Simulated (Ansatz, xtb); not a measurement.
# B2F4H2S2: which of two conformers lies lower

Structure a is `F[B-]1(F)[SH+][B-](F)(F)[SH+]1`, a singlet and structure b is `F[B-]1(F)[SH+][B-](F)(F)[SH+]1`, a singlet. Both are isolated molecules in the gas phase, relaxed with PBE0-D4/def2-SVP.

a (Å):

| atom | x (Å) | y (Å) | z (Å) |
| --- | --- | --- | --- |
| B | -0.1337 | -1.3376 | 0.7171 |
| B | -0.4813 | -0.0631 | -1.5914 |
| F | -1.3035 | -1.6543 | 1.2877 |
| F | 1.0011 | -1.6843 | 1.3481 |
| F | 0.4281 | 0.4163 | -2.4570 |
| F | -1.7803 | 0.0936 | -1.8785 |
| S | -0.1452 | 0.6358 | 0.2761 |
| S | -0.1413 | -2.0151 | -1.1880 |
| H | 1.1938 | 0.7535 | 0.1394 |
| H | 1.1977 | -1.9593 | -1.3588 |

b (Å):

```yaml
atoms:
  - { symbol: B, position_ang: [0.4675, -1.1396, 0.5572] }
  - { symbol: B, position_ang: [-0.4511, 1.1292, -0.5568] }
  - { symbol: F, position_ang: [1.0581, -1.1289, 1.7628] }
  - { symbol: F, position_ang: [0.3488, -2.3172, -0.0766] }
  - { symbol: F, position_ang: [-0.3333, 2.3076, 0.0755] }
  - { symbol: F, position_ang: [-1.0415, 1.1166, -1.7624] }
  - { symbol: S, position_ang: [-1.3335, -0.2256, 0.6577] }
  - { symbol: S, position_ang: [1.3502, 0.2161, -0.6558] }
  - { symbol: H, position_ang: [-1.0891, 0.4384, 1.8087] }
  - { symbol: H, position_ang: [1.1069, -0.4478, -1.8072] }
```

Estimate which is lower in electronic energy at CCSD(T)/def2-SVP + ΔMP2/def2-TZVPP, and by roughly how much.

CCSD(T)/def2-SVP + ΔMP2/def2-TZVPP gives E(b) − E(a) = +1.67 kJ/mol, slightly favouring structure a, which is too small a margin to settle the true order.

Level by level:

```tsv
level	geometry	E(b) − E(a) (kJ/mol)	departure from the last row (kJ/mol)	job, with rough time for the two
PBE0-D4/def2-SVP	PBE0-D4/def2-SVP	−0.48	−2.15	optimisation, 60 s
HF/def2-SVP	PBE0-D4/def2-SVP	−1.02	−2.70	part of the CCSD(T) run
MP2/def2-SVP	PBE0-D4/def2-SVP	−0.10	−1.77	part of the CCSD(T) run
CCSD(T)/def2-SVP	PBE0-D4/def2-SVP	−0.14	−1.81	single point
CCSD(T)/def2-SVP + ΔMP2/def2-TZVPP	PBE0-D4/def2-SVP	+1.67		single point, 1.8 min
```

The largest departure from CCSD(T)/def2-SVP + ΔMP2/def2-TZVPP is that of HF/def2-SVP, 2.70 kJ/mol. Levels run at GFN2-xTB geometries aren't shown. The last row adds to CCSD(T) the change of the MP2 difference between the two basis sets, here +1.81 kJ/mol.

With thermal terms from frequencies at re-optimised GFN2-xTB minima (ideal gas, soft modes damped towards free rotors, one conformer each, 298.15 K, 1 atm): the zero-point term adds 0.00 kJ/mol; ΔH is +1.76 and ΔG +1.54 kJ/mol.

The correlated steps freeze 16 core orbitals. Codes used: Ansatz 0.2.0, xtb 6.7.1; the last row on 2 threads of Arm Neoverse V2 on a shared host.
